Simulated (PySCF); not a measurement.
Molecular orbitals of CaSe

RHF at R = 2.435 Å; Ca 6-31G(d,p), Se 6-31G(d,p); no relativity (PySCF 2.14). State: ¹Σ⁺ (singlet), closed shell. Only the outer orbitals are listed, counted within each symmetry.

```tsv
orbital	occ.	ε (eV)	on Ca (%)	main shells (%)
11σ	2	-36.35	99	99 Ca p
5π	2	-36.35	100	100 Ca p
5π	2	-36.35	100	100 Ca p
12σ	2	-19.74	8	92 Se s
13σ	2	-7.30	25	72 Se p, 18 Ca s
6π	2	-6.75	17	83 Se p, 10 Ca d
6π	2	-6.75	17	83 Se p, 10 Ca d
14σ	0	-1.09	93	64 Ca s, 28 Ca p
7π	0	0.43	99	77 Ca p, 22 Ca d
7π	0	0.43	99	77 Ca p, 22 Ca d
```

Problem. Which are the highest filled and the lowest empty level, where do they sit, and how wide is the gap?

Solution. Highest filled 6π at -6.75 eV (in %: 83 Se p, 10 Ca d); lowest empty 14σ at -1.09 eV (in %: 64 Ca s, 28 Ca p); the gap at RHF is 5.66 eV.

The bond order (Mayer) is 2.03, the ⟨S²⟩ is 0.000 and the charge on Ca (Mulliken, basis-dependent) is 0.70. The charge on Ca (Löwdin, basis-dependent) is 0.36, the dipole moment (positive dipole means Ca(−)Se(+)) is -12.87 D and the polarisability along the bond is 124.1 bohr³. The polarisability across the bond is 68.5 bohr³.
